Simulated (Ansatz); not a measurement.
`C[S][Mg][O][SiH3]` → `[CH2]` (triplet) + `[SiH3][O][Mg][SH]`  (formal loss of a carbene)

Calculated with Ansatz (gas phase, PBE0-D4/def2-TZVP geometries, no zero-point term in ΔE). CCSD(T)/CBS is the MP2 limit (def2-TZVPP, def2-QZVPP) plus CCSD(T) − MP2 in def2-TZVPP, frozen cores. This one scheme is used for every species. DFT in def2-TZVPP. B3LYP here is the variant with VWN-RPA as its local correlation; programs differ in this. Triplets are unrestricted, without spin–orbit coupling. For Mg outer-core shells are correlated without core-valence functions, which leaves a few kJ/mol of doubt a bond. Each species was taken in one conformer, which may not be the lowest.

Is it downhill or uphill in electronic energy at CCSD(T)/CBS, and by how much? (Estimate.)

Ansatz gave: Uphill: ΔE = +96.4 kcal/mol.

What do these levels give: B97M-V, r2SCANh-D4, revPBE, B3LYP, CCSD/def2-SVP, MP2/def2-QZVPP? (Estimate.)

The calculation gave: B97M-V 95.9, r2SCANh-D4 90.4, revPBE 91.8, B3LYP 92.9, CCSD/def2-SVP 87.9, MP2/def2-QZVPP 98.3 kcal/mol.

Largest T1 diagnostic among the species: 0.011.

Leaving LDA and LC-ωPBE aside and taking each functional with its dispersion term where it has one, the values, not all of them listed here, spread over 9.0 kcal/mol, from r2SCAN0-D4 to ωB97X-V. LDA lies +15.6 kcal/mol from PBE without D4. From r2SCAN to r2SCAN0 (25 % exact exchange), in def2-TZVPP and without D4, ΔE moves by −1.2 kcal/mol. The D4 term adds +2.1 kcal/mol with B3LYP and +1.1 kcal/mol with PBE0; it sums over pairs of atoms, weighted by their polarisabilities, and B3LYP, whose exchange is more repulsive, gets the larger term.
